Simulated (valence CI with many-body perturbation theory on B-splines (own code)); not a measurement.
Ni⁷⁺: calculated level list

Level of theory: relativistic CI+MBPT: three valence electrons over a frozen Dirac-Fock core [Ar], radial functions for each j: 7 s, 7 p, 8 d, 6 f, 4 g, 1 h, with the one-electron correlation potential Σ1, the two-electron term Σ2, the three-electron term Σ3, Breit, model QED; selected CI, second order for the rest, scaled by the run's own slope (own B-spline code, finite nucleus).

Against 6 measured levels this calculation errs by 403 cm⁻¹ on average and by 921 at most. These come from a selection out of Corliss and Sugar, J. Phys. Chem. Ref. Data 10, 197 (1981). Levels without a partner in it may be off by more, other configurations by 1,000 to 8,000 cm⁻¹. The list stops below the first excitations out of the core. Only levels of the ground parity were solved; by the run's estimate the other parity begins above the list, which can be wrong where configurations are misplaced.

Levels 1 to 19 of 19, with energies above the lowest level, 3d3 4F_3/2. "Leading %" is the weight of the configuration and term that name the level; weights of strongly mixed levels are sums over their largest components and can fall short, so below about 35 % the name and the second component can differ from the true leading terms, or belong to a minority configuration. In the jj column 3d3/2^4 stands for four electrons in 3d with j = 3/2.

```csv
No.,Configuration,Term,J,E (cm⁻¹),Leading %,g,Leading jj
1,3d3,4F,3/2,0.0,100,0.400,3d3/2^3 (39 %)
2,3d3,4F,5/2,943,100,1.028,3d3/2^2 3d5/2 (78 %)
3,3d3,4F,7/2,2167,100,1.237,3d3/2 3d5/2^2 (77 %)
4,3d3,4F,9/2,3606,99,1.332,3d3/2 3d5/2^2 (48 %)
5,3d3,4P,1/2,24002,98,2.632,3d3/2^2 3d5/2 (67 %)
6,3d3,4P,3/2,24267,95,1.711,3d3/2^2 3d5/2 (50 %)
7,3d3,4P,5/2,25590,99,1.599,3d3/2 3d5/2^2 (63 %)
8,3d3,2G,7/2,25620,100,0.889,3d3/2 3d5/2^2 (50 %)
9,3d3,2G,9/2,26766,95,1.103,3d3/2^2 3d5/2 (55 %)
10,3d3,2P,3/2,33202,49,1.098,3d3/2 3d5/2^2 (50 %)
11,3d3,2P,1/2,33851,98,0.703,3d3/2 3d5/2^2 (67 %)
12,3d3,2H,9/2,35226,95,0.918,3d3/2 3d5/2^2 (47 %)
13,3d3,2H,11/2,35947,100,1.090,3d3/2 3d5/2^2 (100 %)
14,3d3,2D,5/2,36847,99,1.201,3d3/2 3d5/2^2 (53 %)
15,3d3,2D,3/2,37376,52,1.055,3d5/2^3 (77 %)
16,3d3,2F,7/2,57740,100,1.142,3d3/2 3d5/2^2 (73 %)
17,3d3,2F,5/2,58389,100,0.857,3d3/2 3d5/2^2 (53 %)
18,3d3,2D,5/2,90359,99,1.199,3d3/2^2 3d5/2 (53 %)
19,3d3,2D,3/2,90933,100,0.799,3d3/2 3d5/2^2 (88 %)
```

Names give the largest LS component (configuration and term), which can be under half, so a name can repeat, a term be missing and a line seem to break the LS rules; names also repeat where a configuration has a term twice.

The ionisation energy to 3d2 3F_2 of the next ion comes out as 161.95 eV (NIST: 162 ± 2.1 eV (theoretical)). All 19 levels together are meant to be complete up to 395430 cm⁻¹.
